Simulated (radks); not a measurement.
Fractional charge and spin in the 4s shell of rubidium: the spin-up occupation runs from 0 to 1 and the spin-down occupation from 0 to 1; the fullest corner is Rb2+, [Ar] 3d10 4p(up 2.5, down 2.5) 4s(up 1, down 1). All-electron calculation, scalar-relativistic Kohn-Sham, r2SCAN, spin-polarised, spherical densities, finite nucleus; meta-GGA in the generalised Kohn-Sham scheme; Fermi nuclear charge, rms radius of each element as measured or else 0.836 A^(1/3) + 0.57 fm. Program: a radial shooting solver on a logarithmic mesh with Libxc functionals. Energy (eV) above the fullest corner. The planes named below are the two flat planes that join the four corners, with an edge along up + down = one added electron.

down \ up,0,0.25,0.5,0.75,1
0,131.792,112.038,93.167,75.179,58.073
0.25,112.038,93.299,75.431,58.434,42.306
0.5,93.167,75.431,58.554,42.536,27.373
0.75,75.179,58.434,42.536,27.483,13.272
1,58.073,42.306,27.373,13.272,0.000

Corners above the fullest one (they belong to Rb3+ and the next ion): (up 1, down 0) 58.073 eV, (up 0, down 1) 58.073 eV, (up 0, down 0) 131.79 eV. With half an added electron in each spin the energy lies 0.481 eV from the planes, and with half an added electron in spin up alone -1.765 eV. The planes are only a guide here: the flat-plane condition holds for ground states with one frontier orbital, while this shell lies below other occupied shells, so the corners above the fullest one are inner-hole states and not the ground states of those ions.
